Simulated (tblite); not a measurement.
Isomers of C5H5FN (doublet state). All values are computed: GFN2-xTB (tblite) harmonic vibrations without scaling, gas phase. Errors from tens to a few hundred cm⁻¹ against measured bands are possible. One conformer each. Open shells enter through the occupations alone, without spin polarisation, and single modes of such species can be off by tens of per cent.

Electronic energies: GFN2-xTB at the same geometries; isomer energies are rough at this level and their order can be wrong.

```
              SMILES  electronic energy, lowest = 0 (kcal/mol)
    C=C/[C]=N/C(=C)F                                       0.0
[H]/[C]=C(F)/N=C/C=C                                      30.1
    C=[C]/C=N/C(=C)F                                       0.8
  C=[C][C@@H](F)CC#N                                      21.2
```

**Question.** How do GFN2-xTB zero-point energies change the relative energies?

**Answer.** 
| SMILES | ZPE (kcal/mol) | of it from modes above 1550 cm⁻¹ | electronic (kcal/mol) | with ZPE, lowest = 0 (kcal/mol) | lowest mode (cm⁻¹) | rings |
| --- | --- | --- | --- | --- | --- | --- |
| C=C/[C]=N/C(=C)F | 51.4 | 27.8 | 0.0 | 0.0 | 17 | 0 |
| C=[C]/C=N/C(=C)F | 51.1 | 24.8 | 0.8 | 0.5 | 81 | 0 |
| C=[C][C@@H](F)CC#N | 51.7 | 27.2 | 21.2 | 21.5 | 46 | 0 |
| [H]/[C]=C(F)/N=C/C=C | 51.3 | 29.2 | 30.1 | 29.9 | 78 | 0 |

The zero-point energies span 0.6 kcal/mol, from `C=[C]/C=N/C(=C)F` to `C=[C][C@@H](F)CC#N`. The order is unchanged.

**Question.** What do entropy and thermal enthalpy add at 298.15 K and 1 bar (rigid rotor, harmonic oscillator, one conformer each)?

**Answer.** 
```
              SMILES  point group  symmetry number  S (cal/(mol K))  H − H(0) (kcal/mol)  ZPE + H − H(0) − TS (kcal/mol)
    C=[C]/C=N/C(=C)F           Cs                1             86.7                 5.38                            30.6
  C=[C][C@@H](F)CC#N           C1                1             89.9                 5.58                            30.5
[H]/[C]=C(F)/N=C/C=C           Cs                1             87.1                 5.45                            30.7
```

S holds R ln(2S + 1) for the spin.

Not tabulated: `C=C/[C]=N/C(=C)F` (lowest mode only 17 cm⁻¹).
